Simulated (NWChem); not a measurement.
**Correlation energy of CH$_{3}$Li**

SMILES: [Li][CH3]
```xyz
5

Li     0.9287    -1.2907     0.0000
C     -0.2231     0.3101     0.0000
H     -0.8949     0.3739     0.8799
H     -0.8949     0.3739    -0.8799
H      0.3422     1.2640     0.0000
```
Charge 0, spin multiplicity 1.

All runs are NWChem calculations. The geometry was optimised at PBE0/def2-SVP, a minimum by its harmonic frequencies.

Basis set: cc-pVDZ. Each correlation energy counts from its own Hartree-Fock reference.

```csv
method,correlation energy (mHa),difference from CCSD(T)
MP2,-169.1,+24.6
SCS-MP2,-172.2,+21.5
CR-CCSD[T],-193.1,+0.6
CR-CCSD(T),-193.0,+0.7
CCSD,-188.9,+4.8
CCSD+T(CCSD),-193.9,-0.2
CCSD(T),-193.7,0.0
```

The values span 24.8 mHa, from CCSD+T(CCSD) (lowest) to MP2 (highest). 

The correlated methods keep 1 core orbital frozen. The structure started from a generated list of species. Differences from the coupled-cluster row are differences between methods, not errors against experiment.
